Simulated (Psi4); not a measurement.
Cu, doublet; WB97M-V/cc-pVTZ (Psi4).

Here is a job for Psi4.
```
memory 2 GB

molecule {
0 2
Cu    0.00000000    0.00000000    0.00000000
}

set {
  basis cc-pvtz
  reference uks
}

energy('wb97m-v')
print_variables()
```

**Question.** What does Psi4 print? Leave out banner, timings and long lists.

**Answer.** 
```
   => Loading Basis Set <=

    Name: CC-PVTZ
    Role: ORBITAL
    Keyword: BASIS

         ---------------------------------------------------------
                                   SCF
               by Justin Turney, Rob Parrish, Andy Simmonett
                          and Daniel G. A. Smith
                              UKS Reference
         ---------------------------------------------------------

  ==> Geometry <==

    Molecular point group: d2h
    Geometry (in Angstrom), charge = 0, multiplicity = 2:

       Center              X                  Y                   Z               Mass
    ------------   -----------------  -----------------  -----------------  -----------------
         CU           0.000000000000     0.000000000000     0.000000000000    62.929597720000

  Running in d2h symmetry.

  Rotational constants: A = ************  B = ************  C = ************ [cm^-1]
  Rotational constants: A = ************  B = ************  C = ************ [MHz]
  Nuclear repulsion =    0.000000000000000

  Charge       = 0
  Multiplicity = 2
  Electrons    = 29
  Nalpha       = 15
  Nbeta        = 14

  ==> Algorithm <==

  SCF Algorithm Type is DF.
  DIIS enabled.
  MOM disabled.
  Fractional occupation disabled.
  Guess Type is CORE.
  Energy threshold   = 1.00e-06
  Density threshold  = 1.00e-06
  Integral threshold = 1.00e-12

  ==> Primary Basis <==

  Basis Set: CC-PVTZ
    Blend: CC-PVTZ
    Number of shells: 20
    Number of basis functions: 68
    Number of Cartesian functions: 84
    Spherical Harmonics?: true
    Max angular momentum: 4

  ==> DFT Potential <==

   => LibXC <=

    Version 7.1.2
    S. Lehtola, C. Steigemann, M. J. T. Oliveira, and M. A. L. Marques,  SoftwareX 7, 1–5 (2018) (10.1016/j.softx.2017.11.002)

   => Composite Functional: WB97M-V <=

    wB97M-V Hyb-GGA Exchange-Correlation Functional

    N. Mardirossian and M. Head-Gordon,  J. Chem. Phys. 144, 214110 (2016) (10.1063/1.4952647)

    Deriv               =              1
    GGA                 =           TRUE
    Meta                =           TRUE

    Exchange Hybrid     =           TRUE
    MP2 Hybrid          =          FALSE

   => Exchange-Correlation Functionals <=

    1.0000   wB97M-V exchange-correlation functional

   => Exact (HF) Exchange <=

    0.8500            HF,LR [omega = 0.3000]
    0.1500               HF

   => LibXC Density Thresholds  <==

    XC_HYB_MGGA_XC_WB97M_V:  1.00E-13

   => VV10 Non-Local Parameters <=

    VV10 B              =     6.0000E+00
    VV10 C              =     1.0000E-02

   => Molecular Quadrature <=

    Radial Scheme          =       TREUTLER
    Pruning Scheme         =           NONE
    Nuclear Scheme         =       TREUTLER

    Blocking Scheme        =         OCTREE
    BS radius alpha        =              1
    Pruning alpha          =              1
    Radial Points          =             75
    Spherical Points       =            302
    Total Points           =          21436
    Total Blocks           =            240
    Max Points             =            251
    Max Functions          =             68
    Weights Tolerance      =       1.00E-15

   => Loading Basis Set <=

    Name: (CC-PVTZ AUX)
    Role: JKFIT
    Keyword: DF_BASIS_SCF

  ==> Integral Setup <==

  SCF_SUBTYPE=INCORE selected. In-core MEM_DF algorithm will be used.
  Using in-core AOs.

  ==> MemDFJK: Density-Fitted J/K Matrices <==

    J tasked:                   Yes
    K tasked:                   Yes
    wK tasked:                  Yes
    Omega:                3.000E-01
    Algorithm:                 Core
    Schwarz Cutoff:           1E-12
    Mask sparsity (%):       0.0000
    Fitting Condition:        1E-10

   => Auxiliary Basis Set <=

  Basis Set: (CC-PVTZ AUX)
    Blend: DEF2-UNIVERSAL-JKFIT
    Number of shells: 58
    Number of basis functions: 264
    Number of Cartesian functions: 377
    Spherical Harmonics?: true
    Max angular momentum: 6

  Minimum eigenvalue in the overlap matrix is 9.9621380243E-04.
  Reciprocal condition number of the overlap matrix is 3.9614600916E-04.
    Using symmetric orthogonalization.

  ==> Pre-Iterations <==

  SCF Guess: Core (One-Electron) Hamiltonian.

   -------------------------------------------------------
    Irrep   Nso     Nmo     Nalpha   Nbeta   Ndocc  Nsocc
   -------------------------------------------------------
     Ag        18      18       5       5       5       0
     B1g        6       6       1       1       1       0
     B2g        6       6       1       1       1       0
     B3g        6       6       1       1       1       0
     Au         2       2       0       0       0       0
     B1u       10      10       2       2       2       0
     B2u       10      10       3       2       2       1
     B3u       10      10       2       2       2       0
   -------------------------------------------------------
    Total      68      68      15      14      14       1
   -------------------------------------------------------

  ==> Iterations <==

                           Total Energy        Delta E     RMS |[F,P]|

    Occupation by irrep:
             Ag   B1g   B2g   B3g    Au   B1u   B2u   B3u
    DOCC [     5,    0,    0,    0,    0,    3,    3,    3 ]
    SOCC [     1,    0,    0,    0,    0,    0,    0,    0 ]
    NA   [     6,    0,    0,    0,    0,    3,    3,    3 ]
    NB   [     5,    0,    0,    0,    0,    3,    3,    3 ]

   @DF-UKS iter   1: -1550.08610333826277   -1.55009e+03   7.07437e-01 ADIIS
    Occupation by irrep:
             Ag   B1g   B2g   B3g    Au   B1u   B2u   B3u
    DOCC [     5,    1,    1,    1,    0,    2,    2,    2 ]
    SOCC [     1,    0,    0,    0,    0,    0,    0,    0 ]
    NA   [     6,    1,    1,    1,    0,    2,    2,    2 ]
    NB   [     5,    1,    1,    1,    0,    2,    2,    2 ]

   @DF-UKS iter   2: -1519.85987972087287    3.02262e+01   5.55942e-01 ADIIS
    Occupation by irrep:
             Ag   B1g   B2g   B3g    Au   B1u   B2u   B3u
    DOCC [     5,    0,    0,    0,    0,    3,    3,    3 ]
    SOCC [     0,    0,    0,    1,    0,    0,    0,    0 ]
    NA   [     5,    0,    0,    1,    0,    3,    3,    3 ]
    NB   [     5,    0,    0,    0,    0,    3,    3,    3 ]

   @DF-UKS iter   3: -1639.07753012730086   -1.19218e+02   8.11999e-02 DIIS/ADIIS
    Occupation by irrep:
             Ag   B1g   B2g   B3g    Au   B1u   B2u   B3u
    DOCC [     5,    1,    1,    1,    0,    2,    2,    2 ]
    SOCC [     1,    0,    0,    0,    0,    0,    0,    0 ]
    NA   [     6,    1,    1,    1,    0,    2,    2,    2 ]
    NB   [     5,    1,    1,    1,    0,    2,    2,    2 ]

   @DF-UKS iter   4: -1609.96892828352588    2.91086e+01   2.54319e-01 ADIIS
   @DF-UKS iter   5: -1640.31652470114545   -3.03476e+01   3.25821e-02 DIIS/ADIIS
   @DF-UKS iter   6: -1640.43098398571351   -1.14459e-01   3.02584e-03 DIIS/ADIIS
   @DF-UKS iter   7: -1640.43235112328216   -1.36714e-03   2.83833e-03 DIIS/ADIIS
   @DF-UKS iter   8: -1640.43312767545467   -7.76552e-04   9.04624e-04 DIIS/ADIIS
   @DF-UKS iter   9: -1640.43328706611305   -1.59391e-04   1.06865e-04 DIIS/ADIIS
   @DF-UKS iter  10: -1640.43331514817987   -2.80821e-05   6.10888e-05 DIIS
   @DF-UKS iter  11: -1640.43334852896169   -3.33808e-05   2.66315e-05 DIIS
   @DF-UKS iter  12: -1640.43335624020824   -7.71125e-06   8.74841e-06 DIIS
   @DF-UKS iter  13: -1640.43335630228830   -6.20801e-08   2.27466e-06 DIIS
   @DF-UKS iter  14: -1640.43335630297906   -6.90761e-10   1.35403e-07 DIIS
  Energy and wave function converged.

  ==> Post-Iterations <==

   Electrons on quadrature grid:
      Nalpha   =   15.0000001986 ; deviation = 1.986e-07
      Nbeta    =   14.0000001985 ; deviation = 1.985e-07
      Ntotal   =   29.0000003970 ; deviation = 3.970e-07

   @Spin Contamination Metric:   1.364305246E-04
   @S^2 Expected:                7.500000000E-01
   @S^2 Observed:                7.501364305E-01
   @S   Expected:                5.000000000E-01
   @S   Observed:                5.000000000E-01

    Orbital Energies [Eh]
    ---------------------

    Alpha Occupied:

[...]
    Alpha Virtual:

[...]
    Beta Occupied:

[...]
    Beta Virtual:

[...]
    Final Occupation by Irrep:
             Ag   B1g   B2g   B3g    Au   B1u   B2u   B3u
    DOCC [     5,    1,    1,    1,    0,    2,    2,    2 ]
    SOCC [     1,    0,    0,    0,    0,    0,    0,    0 ]
    NA   [     6,    1,    1,    1,    0,    2,    2,    2 ]
    NB   [     5,    1,    1,    1,    0,    2,    2,    2 ]

  @DF-UKS Final Energy: -1640.43335630297906

   => Energetics <=

    Nuclear Repulsion Energy =              0.0000000000000000
    One-Electron Energy =               -2288.1700257754155245
    Two-Electron Energy =                 700.9827053330136550
    DFT Exchange-Correlation Energy =     -53.3700737584168792
    Empirical Dispersion Energy =           0.0000000000000000
    VV10 Nonlocal Energy =                  0.1240378978395678
    Total Energy =                      -1640.4333563029790639

  UHF NO Occupations:
  HONO-2 :    1B2g 1.9999875
  HONO-1 :    1B1g 1.9999875
  HONO-0 :    6 Ag 1.0000000
  LUNO+0 :    2B1g 0.0000125
  LUNO+1 :    2B2g 0.0000125
  LUNO+2 :    7 Ag 0.0000125
  LUNO+3 :    2B3g 0.0000125

Computation Completed

Properties will be evaluated at   0.000000,   0.000000,   0.000000 [a0]

Properties computed using the SCF density matrix

 Multipole Moments:

 ------------------------------------------------------------------------------------
     Multipole            Electronic (a.u.)      Nuclear  (a.u.)        Total (a.u.)
 ------------------------------------------------------------------------------------

 L = 1.  Multiply by 2.5417464519 to convert [e a0] to [Debye]
 Dipole X            :          0.0000000            0.0000000            0.0000000
 Dipole Y            :          0.0000000            0.0000000            0.0000000
 Dipole Z            :          0.0000000            0.0000000            0.0000000
 Magnitude           :                                                    0.0000000

 ------------------------------------------------------------------------------------

  Variable Map:
  ----------------------------------------------------------------------------
[...]
  Array Variable Map:
  ----------------------------------------------------------------------------
[...]
[...]
```
